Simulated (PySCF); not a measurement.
C₃H₈N, SMILES [CH2]C(N)C, multiplicity 2.

Geometry optimised at PBE0-D3(BJ)/def2-SVP. The isomer is the one that the SMILES or the coordinates give; other isomers of the formula were not compared. Other conformers were not sampled.

Calculation: PySCF with TDA-B3LYP/def2-SVPD.

Vertical excitations. The molecule is in vacuum.

Computed lowest excited states:
```tsv
state	energy (eV)	λ (nm)	f	main pairs
root 1	3.89	319	0.039	β HOMO→LUMO 97 %
root 2	5.09	244	0.028	α HOMO→LUMO 97 %
root 3	5.88	211	0.001	α HOMO→LUMO+1 6 %, β HOMO−1→LUMO 83 %
root 4	6.05	205	0.003	α HOMO→LUMO+1 50 %, α HOMO→LUMO+2 40 %, β HOMO−1→LUMO 7 %
root 5	6.11	203	0.002	α HOMO→LUMO+3 56 %, α HOMO→LUMO+2 15 %, α HOMO→LUMO+1 13 %, β HOMO→LUMO+1 5 %
root 6	6.22	199	0.002	α HOMO→LUMO+2 39 %, α HOMO→LUMO+1 25 %, α HOMO→LUMO+3 16 %, β HOMO→LUMO+1 9 %
root 7	6.36	195	0.017	α HOMO→LUMO+3 18 %, β HOMO→LUMO+1 74 %
root 8	6.64	187	0.030	β HOMO−2→LUMO 84 %
root 9	6.87	180	0.021	α HOMO−1→LUMO 83 %
root 10	7.10	175	0.014	α HOMO→LUMO+4 6 %, β HOMO−3→LUMO 87 %
```
Unrestricted roots are not spin-pure.
